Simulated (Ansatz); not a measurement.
Basis-set extrapolation for C$_{4}$H$_{8}$Si, SMILES `[SiH3]C1=CCC1` (PBE0-D4/def2-TZVP geometry, frozen core, the Gaussian-basis code of Ansatz). Multiplicity 1, RHF reference.

|  | def2-TZVPP | def2-QZVPP |
| --- | --- | --- |
| HF | -445.068516 | -445.084408 |
| MP2 correlation | -0.781097 | -0.831103 |
| CCSD(T) correlation | -0.868610 | not run |

Energies in hartree. Use E(X) = E(∞) + A·exp(−7.88·√X) for Hartree–Fock and E(X) = E(∞) + B·X^(−2.97) for correlation, with X = 3 and 4, and add CCSD(T) minus MP2 of the smaller set to the MP2 limit.

Q: What is the CCSD(T) energy at the basis-set limit?

A: HF limit: -445.084408 + (-0.015892) × 0.13774 = -445.08660. MP2 limit: -0.831103 + (-0.050006) × 0.74074 = -0.86814. Higher-order term: -0.868610 − (-0.781097) = -0.08751. Total: -446.04225 hartree, 276.0 kJ/mol below CCSD(T)/def2-TZVPP.
